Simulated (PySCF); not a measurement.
## Broadened absorption spectrum of C7H11PS

Compound: C₇H₁₁PS.
Atom-mapped SMILES: `[CH3:1][c:2]1[p:3][cH:4][c:5]([CH:6]([CH3:7])[CH3:8])[s:9]1` (hydrogens: H10, H11, H12 on C1; H13 on C4; H14 on C6; H15, H16, H17 on C7; H18, H19, H20 on C8)

Method used: TDDFT B3LYP/def2-SVPD, vertical, gas phase, core orbitals frozen in the response (PySCF 2.14.0, density-fitted response routines). One conformer (not necessarily the lowest) at the PBE0-D3(BJ)/def2-SVP geometry, without solvent, vibrations or thermal averaging. Torsions of this conformer, `[CH3:1][c:2]1[p:3][cH:4][c:5]([CH:6]([CH3:7])[CH3:8])[s:9]1`: C4–C5–C6–C7 -56°.

Computed states:

```
state  E (eV)       f
   S1    4.66   0.122
   S2    4.93   0.030
   S3    5.08  0.0046
   S4    5.15  0.0003
   S5    5.75  0.0019
   S6    5.80  0.0041
   S7    5.86   0.262
   S8    6.29  0.0004
   S9    6.35  0.0079
  S10    6.36   0.017
```

Each state is given a Gaussian of 0.25 eV full width at half maximum, with ε(max) = 2.175×10⁸ f / Δν̃ (Δν̃ the width in cm⁻¹). The width is an assumption, not a result. The curve ends short of the highest state used, and states not computed would add to its high-energy end.

Question: What does the envelope look like, and where are its maxima?

Answer: 
(λ (nm), ε (L mol⁻¹ cm⁻¹)): (215.3, 18046), (217.4, 9565), (219.5, 3964), (221.7, 1235), (223.8, 328), (225.9, 73), (228.0, 16), (230.1, 13), (232.2, 34), (234.3, 91), (236.4, 208), (238.5, 416), (240.6, 748), (242.8, 1264), (244.9, 1917), (247.0, 2653), (249.1, 3341), (251.2, 3893), (253.3, 4413), (255.4, 5211), (257.5, 6614), (259.6, 8664), (261.7, 10947), (263.8, 12728), (266.0, 13318), (268.1, 12408), (270.2, 10347), (272.3, 7748), (274.4, 5231), (276.5, 3199), (278.6, 1779), (280.7, 904), (282.8, 422), (284.9, 181), (287.1, 69), (289.2, 25)

Maxima: 266 nm (4.67 eV), ε about 13000, made up of S1 (99%) (ε in L mol⁻¹ cm⁻¹; maxima over ε = 5, shares over 10%). At its high-energy end, 5.76 eV, the curve is still rising (ε about 18000, from S7).

Question: What would ε be at 4.67 eV, the highest of these maxima, with half the width (0.125 eV)?

Answer: About 26100 L mol⁻¹ cm⁻¹ against 13300, a factor of about 1.96; a lone state at its own centre would give exactly 2.

Question: On this curve, what absorbance would a 10⁻³ mol/L sample give at 266 nm over a 1 cm path?

Answer: 266 nm is 4.661 eV, where ε is about 13000 L mol⁻¹ cm⁻¹, so A = ε c l ≈ 13 (Beer–Lambert, with the gas-phase spectrum and the assumed width).

Question: Coming from long wavelengths, where does ε first pass 100 L mol⁻¹ cm⁻¹?

Answer: At about 286 nm (4.33 eV), 0.33 eV below S1.

The vertical ionisation energy (ΔSCF) is 8.10 eV, 1.75 eV above S10.
